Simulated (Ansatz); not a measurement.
SnHMe2(nBu) (C₆H₁₆Sn), 23 atoms. Hardware: 4 threads of Intel Xeon on a shared host.

In the def2 sets Sn takes a core potential; there is no spin–orbit coupling. Correlated methods freeze 10 core orbitals; core or outer-core shells of Sn are correlated, in sets that lack core-valence functions.

Problem. How many basis functions does each of these Ansatz runs have, and roughly what does it cost? BLYP-D4/def2-TZVP, charge 0 singlet, energy, from earlier orbitals; PBE0-D4/def2-TZVP, charge 0 triplet at the geometry of the charge 0 singlet, energy; BLYP-D4/def2-TZVP, charge 1 doublet at the geometry of the charge 0 singlet, energy, from earlier orbitals; PBE0-D4/def2-TZVP, charge 1 doublet at the geometry of the charge 0 singlet, energy; r2SCAN-D4/def2-SVP, charge 0 singlet, relaxation, 16 steps; PBE0-D4/def2-SVP, charge 0 singlet, energy, from earlier orbitals; PBE-D4/def2-SVP, charge -1 doublet at the geometry of the charge 0 singlet, energy, from earlier orbitals; CCSD(T)/def2-SVP, charge 0 singlet, energy, from earlier orbitals; r2SCAN-D4/def2-TZVP, charge 0 triplet at the geometry of the charge 0 singlet, energy, from earlier orbitals; PBE-D4/def2-TZVP, charge 1 doublet at the geometry of the charge 0 singlet, energy, from earlier orbitals; PBE0-D4/def2-SVP, charge -1 doublet at the geometry of the charge 0 singlet, energy; BLYP-D4/def2-TZVPD, charge 0 singlet, energy, from earlier orbitals.

Solution. Other jobs shared the machine, so times can vary by a factor of up to 3. A dash marks memory too small to be measured apart from the calling script's.

```json
{"run": "PBE0-D4/def2-SVP, charge 0 singlet, energy, from earlier orbitals", "functions": "190", "fitting or Cholesky vectors": "2230", "wall time": "8.1 s", "peak host memory (GiB)": "–"}
{"run": "PBE-D4/def2-SVP, charge -1 doublet at the geometry of the charge 0 singlet, energy, from earlier orbitals", "functions": "190", "fitting or Cholesky vectors": "2167", "wall time": "9 s", "peak host memory (GiB)": "–"}
{"run": "BLYP-D4/def2-TZVP, charge 0 singlet, energy, from earlier orbitals", "functions": "332", "fitting or Cholesky vectors": "2172", "wall time": "12 s", "peak host memory (GiB)": "–"}
{"run": "BLYP-D4/def2-TZVPD, charge 0 singlet, energy, from earlier orbitals", "functions": "422", "fitting or Cholesky vectors": "2264", "wall time": "21 s", "peak host memory (GiB)": "0.88"}
{"run": "PBE-D4/def2-TZVP, charge 1 doublet at the geometry of the charge 0 singlet, energy, from earlier orbitals", "functions": "332", "fitting or Cholesky vectors": "2172", "wall time": "21 s", "peak host memory (GiB)": "–"}
{"run": "BLYP-D4/def2-TZVP, charge 1 doublet at the geometry of the charge 0 singlet, energy, from earlier orbitals", "functions": "332", "fitting or Cholesky vectors": "2172", "wall time": "21 s", "peak host memory (GiB)": "–"}
{"run": "PBE0-D4/def2-SVP, charge -1 doublet at the geometry of the charge 0 singlet, energy", "functions": "190", "fitting or Cholesky vectors": "2058", "wall time": "25 s", "peak host memory (GiB)": "0.9"}
{"run": "r2SCAN-D4/def2-TZVP, charge 0 triplet at the geometry of the charge 0 singlet, energy, from earlier orbitals", "functions": "332", "fitting or Cholesky vectors": "2172", "wall time": "40 s", "peak host memory (GiB)": "0.82"}
{"run": "PBE0-D4/def2-TZVP, charge 1 doublet at the geometry of the charge 0 singlet, energy", "functions": "332", "fitting or Cholesky vectors": "2245", "wall time": "72 s", "peak host memory (GiB)": "1.5"}
{"run": "PBE0-D4/def2-TZVP, charge 0 triplet at the geometry of the charge 0 singlet, energy", "functions": "332", "fitting or Cholesky vectors": "2245", "wall time": "78 s", "peak host memory (GiB)": "1.6"}
{"run": "r2SCAN-D4/def2-SVP, charge 0 singlet, relaxation, 16 steps", "functions": "190", "fitting or Cholesky vectors": "2167", "wall time": "2 min", "peak host memory (GiB)": "–"}
{"run": "CCSD(T)/def2-SVP, charge 0 singlet, energy, from earlier orbitals", "functions": "190", "fitting or Cholesky vectors": "2058", "wall time": "3.9 min", "peak host memory (GiB)": "3.3"}
```
